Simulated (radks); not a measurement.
Values are calculated unless marked as measured or tabulated.
Valence configurations of Ca I (all share [Ar]). Level of theory: scalar-relativistic Kohn-Sham, r2SCAN, spin-unpolarised, spherical densities, finite nucleus; meta-GGA in the generalised Kohn-Sham scheme; Fermi nuclear charge, rms radius 3.4776 fm (a radial shooting solver on a logarithmic mesh with Libxc functionals). Energies are relative to 4s2; eigenvalues in eV.

valence,E (eV),e(3d),e(4p),e(4s)
4s2,0.000,-,-,-3.832
3d0.5 4s1.5,1.224,-0.827,-,-3.500
4s1.5 4p0.5,1.263,-,-1.634,-4.151
4s1 4p1,2.518,-,-1.914,-4.421
3d1 4s1,2.597,-0.589,-,-3.335
3d0.5 4s0.5 4p1,3.513,-1.764,-1.734,-3.977
3d1.5 4s0.5,3.926,-0.618,-,-3.213
3d1 4p1,4.659,-1.285,-1.600,-
4p2,5.021,-,-2.350,-
3d2,5.213,-0.692,-,-

NIST lists [Ar] 4s2 as the ground configuration; this level of theory agrees among the configurations tried. The energies are those of spherical spin-averaged densities, not of single terms.
